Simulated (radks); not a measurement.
Removal energies from the lead ion Pb6+, [Xe] 4f14 5d8, by Delta-SCF beside the eigenvalue of the level emptied. All-electron calculation, scalar-relativistic Kohn-Sham, PBEsol, spin-polarised, spherical densities, finite nucleus; Fermi nuclear charge, rms radius of each element as measured or else 0.836 A^(1/3) + 0.57 fm. Program: a radial shooting solver on a logarithmic mesh with Libxc functionals. Open shells are filled with parallel spins first.

removed from,final configuration,Delta-SCF (eV),-eigenvalue (eV)
5d,[Xe] 4f14 5d7,103.00,94.417
5p,[Kr] 4d10 4f14 5s2 5p5 5d8,172.23,162.29
4f,[Xe] 4f13 5d8,229.45,212.47
5s,[Kr] 4d10 4f14 5s1 5p6 5d8,232.38,221.60
